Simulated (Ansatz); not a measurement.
`FC1(F)N[SiH2]1` → C• + 2 F• + 3 H• + N• + Si•  (atomization)

Gas-phase electronic energies from Ansatz, PBE0-D4/def2-TZVP geometries. CBS: MP2 limit from def2 TZ/QZ plus the TZ coupled-cluster correction, frozen cores. This one scheme is used for every species, atoms too. DFT in def2-TZVPP. No spin–orbit coupling; open shells (•) take unrestricted orbitals. Spin–orbit coupling would lower the free atoms: a little for C, F, Si.

(1) What is ΔE at CCSD(T)/CBS? (Estimate.)

(2) What do these levels give: r2SCAN-D4, CAM-B3LYP-D4, ωB97X-V, ωB97M-V, CAM-B3LYP, SCS-MP2/def2-TZVPP? (Best estimate.)

Largest T1 diagnostic among the species: 0.013.

Answers

(1) Computed: +2805.0 kJ/mol.

(2) Computed: r2SCAN-D4 2822.2, CAM-B3LYP-D4 2835.5, ωB97X-V 2839.2, ωB97M-V 2831.3, CAM-B3LYP 2823.3, SCS-MP2/def2-TZVPP 2761.3 kJ/mol.

At CCSD(T), def2-SVP lies −210.0 kJ/mol from the extrapolated value and def2-TZVPP −100.1 kJ/mol: correlation converges slowly with the basis, and small sets miss more of it in the bonded molecule than in its fragments. From BLYP to BHLYP (50 % exact exchange), in def2-TZVPP and without D4, ΔE moves by −150.2 kJ/mol: exact exchange takes away binding that semilocal exchange gives to molecules. Leaving LDA and LC-ωPBE aside and taking each functional with its dispersion term where it has one, the values, not all of them listed here, spread over 254.1 kJ/mol, from BHLYP-D4 to PBE-D4. LDA lies +465.5 kJ/mol from PBE without D4, its usual overbinding.

For atomizations the MP2-based limit and the directly extrapolated one differ by several kJ/mol either way, and by 10 to 25 for some Ge, Se and Sn compounds, so smaller differences from it don't rank the levels.
